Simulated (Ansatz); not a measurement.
Input for Ansatz (a program for electronic structure): R-CCSD(T)/def2-SVP on H3NOPb (SMILES [NH2][Pb][OH]), a point of a torsion scan. Elements past Kr take the def2 small-core potentials; no spin–orbit coupling. The run froze 11 orbitals, filled d shells among them.

Ansatz 0.2 input:
```yaml
crystal:
  periodic: [false, false, false]
  atoms:
    - {symbol: N, position_ang: [-1.21623691, -0.03473304, 0.17917980]}
    - {symbol: Pb, position_ang: [0.35974613, -1.21234107, 0.97116167]}
    - {symbol: O, position_ang: [1.86377177, -0.15110343, -0.20632987]}
    - {symbol: H, position_ang: [-2.20717712, -0.05916598, 0.35773632]}
    - {symbol: H, position_ang: [-1.04603118, 0.69407520, -0.49301235]}
    - {symbol: H, position_ang: [2.77148532, -0.42633020, -0.10675966]}
basis:
  gaussian:
    orbitals: def2-SVP
magnetization: {spin_polarized: false}
correlation: {method: ccsd_t, electrons: outside_noble_gas}
scf: {lower_state_search: off}
```

Program output:

```
WARN ansatz: RAYON_NUM_THREADS=1 ignored (pool sized by the plan → 1); use --threads N
Functional definition: HF
these checks for a lower state are left out or cut short: stability, starts, cluster_reference, orbital_swaps, neighbouring_geometries, increment
integrals: 0.05 GiB planned
775 factors; integrals over basis functions are off by at most 1.3e-3 eV
mean field: 0.16 GiB planned
mean field evaluation 1: about -8777.5332 eV, gradient 5.2e1 eV
mean field evaluation 2: about -8777.6178 eV, gradient 5.2e1 eV
mean field evaluation 4: about -8783.3093 eV, gradient 3.0e0 eV
mean field evaluation 8: about -8783.3654 eV, gradient 3.9e-1 eV
mean field -8783.36642745 eV, -322.7827626290 hartree, gradient 8.2e-6 eV, S^2 0.000000; 0 other end points of the search recorded, 0 dependent functions left out
11 core orbitals not correlated, not the lowest: weight in the atoms' cores, before any rotation towards them, 0.684 or more for the frozen orbitals, at most 0.319 for the correlated occupied ones
reference -8783.36642745 eV, -322.7827626290 hartree; 9, 9 occupied and 49, 49 virtual orbitals, 775 factors
second order -11.87227937 eV of doubles, -0.00000000 eV of singles
coupled cluster: 0.14 GiB planned
cycle   1  -11.89054817 eV  change   -1.8e-2 eV  update   1.2e-1
cycle   2  -12.23216859 eV  change   -3.4e-1 eV  update   4.5e-2
cycle   3  -12.37615664 eV  change   -1.4e-1 eV  update   3.0e-2
cycle   4  -12.37872036 eV  change   -2.6e-3 eV  update   1.1e-2
cycle   5  -12.36861001 eV  change    1.0e-2 eV  update   5.1e-3
cycle   6  -12.36916761 eV  change   -5.6e-4 eV  update   2.1e-3
cycle   7  -12.36902647 eV  change    1.4e-4 eV  update   6.1e-4
cycle   8  -12.36875627 eV  change    2.7e-4 eV  update   2.8e-4
cycle   9  -12.36879080 eV  change   -3.5e-5 eV  update   1.1e-4
cycle  10  -12.36881509 eV  change   -2.4e-5 eV  update   4.8e-5
cycle  11  -12.36879750 eV  change    1.8e-5 eV  update   1.9e-5
perturbative correction -0.35756516 eV, -0.0131402774 hartree
Total energy: -8796.09279011 eV, -323.2504478306 hartree
Checks for a lower state left out: stability, starts, cluster_reference, orbital_swaps, neighbouring_geometries, increment
```

The run converged.

Cost: about 1.5 core-seconds (a rough figure).
